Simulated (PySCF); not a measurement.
**Potential energy of SnHg⁺ along the bond**

Set-up: Sn def2-SVP with ECP28, Hg def2-SVP with ECP60; scalar-relativistic core potentials (PySCF 2.14). Energies in eV from Sn⁺ + Hg in their ground configurations at the same level. State: ²Π (doublet), unpaired electrons π ↑.

All columns are r²SCAN. A positive dipole points towards Hg; it is taken about the centre of mass and depends on that origin.

| R (Å) | E (eV) | μ (D) | Mulliken charge on Sn (basis-dependent) | HOMO (eV) | LUMO (eV) | Mayer bond order | ⟨S²⟩ |
| --- | --- | --- | --- | --- | --- | --- | --- |
| 2.525 | -0.646 | -1.99 | 0.62 | -10.02 | -9.47 | 0.99 | 0.75 |
| 2.642 | -0.876 | -2.34 | 0.65 | -9.97 | -9.41 | 0.90 | 0.75 |
| 2.760 | -0.985 | -2.71 | 0.68 | -9.94 | -9.37 | 0.81 | 0.76 |
| 2.848 | -1.016 | -3.02 | 0.70 | -9.93 | -9.35 | 0.76 | 0.76 |
| 2.936 | -1.016 | -3.33 | 0.72 | -9.93 | -9.33 | 0.70 | 0.76 |
| 3.024 | -0.996 | -3.66 | 0.73 | -9.93 | -9.33 | 0.65 | 0.76 |
| 3.142 | -0.947 | -4.12 | 0.75 | -9.94 | -9.34 | 0.59 | 0.76 |
| 3.288 | -0.866 | -4.71 | 0.76 | -9.97 | -9.36 | 0.52 | 0.76 |
| 3.465 | -0.758 | -5.46 | 0.78 | -10.02 | -9.40 | 0.46 | 0.76 |
| 3.699 | -0.618 | -6.48 | 0.81 | -10.10 | -9.48 | 0.39 | 0.76 |

A fit through these points gives, at Re = 2.892 Å, μ = -3.17 D and dμ/dR = -3.58 D/Å; the reduced mass is 75.24 u.

Question: How strong is the fundamental in the double-harmonic approximation, I = 42.26·(dμ/dR)²/μred km/mol?

Answer: I = 42.26·(-3.58)²/75.24 = 7.20 km/mol at r²SCAN.

These are scalar-relativistic numbers at best; spin–orbit coupling would shift them, the dissociation energy most. For an ion De counts to the pair picked by the measured ionisation energies or electron affinities, which need not be the lowest pair at this level. The state is the lowest determinant that a PBE0 search found; another state may lie lower at other levels.
